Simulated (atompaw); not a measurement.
Logarithmic derivatives: Er (Z = 68), PAW (atompaw)

erbium, PAW, made with atompaw 4.2.0.5 (PBE, scalar-relativistic). Core [Xe], reference 4f12 5d0 6s1 6p0 (charge +1). Waves: 6s (bound): rc 3.00 bohr; 6s channel at -0.3 Ry: rc 3.00 bohr; 6p (bound, empty): rc 3.00 bohr; 6p channel at 0.3 Ry: rc 3.00 bohr; 5d (bound, empty): rc 3.00 bohr; 5d channel at 0.2 Ry: rc 3.00 bohr; 4f (bound): rc 0.70 bohr; 4f channel at 1.4 Ry: rc 0.70 bohr. Local part: troulliermartins scheme with l = 4 at -0.5 Ry, radius 2.75 bohr. Core correction: smooth core density matched at 2.10 bohr. Augmentation charge: sinc compensation charge, radius 2.25 bohr; PAW radius 3.00 bohr; waves and projectors: custom rrkj vanderbiltortho.

The phase is arctan(r·u′/u) with u = r·R(r), unwrapped; energies in Ry, scanned from -3 to 5 Ry. A pole is an energy at which the radial function vanishes at the test radius. The pseudo phase is shifted by a multiple of π to meet the all-electron one at the reference energy, and phase errors are pseudo minus all-electron; the curves can meet again beyond the range given. Levels narrower than the energy grid can be missing from the lists of poles. Where the grid stepped over a known ghost or core level, its pole and its step of π were put in at the level’s energy.

```tsv
channel	radius (bohr)	reference energy (Ry)	poles, all-electron	poles, pseudo	unbroken range about the reference energy with phases within 0.05 rad	phase error 1 Ry above the reference energy (rad)
s	3.00	-0.67	1.48	-1.15, 1.47	-1.1 to 3.1	+0.000
p	3.00	-0.40	-2.33, 2.78	-2.03, 2.85	above -1.9	+0.000
d	3.00	-0.49	0.16	0.16, 3.33	below 1.6	-0.000
f	3.00	-0.71	-0.68, 2.89	-0.68, 2.88	below 4.6	-0.000
```

Note: ghost states, extra bound levels that the all-electron valence spectrum of the same l lacks: p at -28.6 eV, s at -15.6 eV. A true bound ghost makes a file unfit for plane-wave use.

Phases in the s channel:

```csv
E (Ry),all-electron,pseudo
-3.00,1.335,4.471
-2.76,1.317,4.455
-2.52,1.296,4.434
-2.28,1.271,4.409
-2.04,1.238,4.377
-1.80,1.194,4.334
-1.56,1.133,4.272
-1.32,1.039,4.178
-1.08,0.884,0.886
-0.84,0.591,0.591
-0.60,0.038,0.038
-0.36,-0.620,-0.620
-0.12,-1.022,-1.022
0.12,-1.230,-1.230
0.36,-1.348,-1.348
0.60,-1.424,-1.424
0.84,-1.478,-1.478
1.08,-1.519,-1.519
1.32,-1.551,-1.552
1.56,-1.579,-1.581
1.80,-1.604,-1.607
2.04,-1.628,-1.632
2.28,-1.651,-1.658
2.52,-1.674,-1.686
2.76,-1.699,-1.719
3.00,-1.728,-1.762
3.24,-1.761,-1.824
3.48,-1.804,-1.928
3.72,-1.861,-2.155
3.96,-1.943,-2.842
4.20,-2.078,-3.934
4.44,-2.326,-4.340
4.68,-2.828,-4.494
4.92,-3.547,-4.574
```
